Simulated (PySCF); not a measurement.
# Mg⁺: excitation energy

Mg⁺ [Ne] 3s1 (2S) → Mg⁺ [Ne] 3d1 (2D), as a difference of total energies. Computed with PySCF 2.14 in dyall-av3z, with scalar relativity by spin-free X2C-1e. The calculations carry no spin-orbit coupling.

```
   method  excitation energy (cm⁻¹)
      UHF                     71529
      LDA                     71506
   r2SCAN                     69419
   M06-2X                     70988
BHandHLYP                     71834
  LC-wPBE                     72390
```

Q: Estimate what PBE gives.

A: 69198 cm⁻¹, closest to r2SCAN among the rows shown.

Q: Estimate what PBE0 gives.

A: 69890 cm⁻¹, closest to r2SCAN among the rows shown.

The promoted electron is Rydberg-like, and one or two diffuse shells describe it only roughly, which tends to raise the upper state.

For comparison: 71491 cm⁻¹ (measured; NIST levels, between the centres of gravity of the two terms).
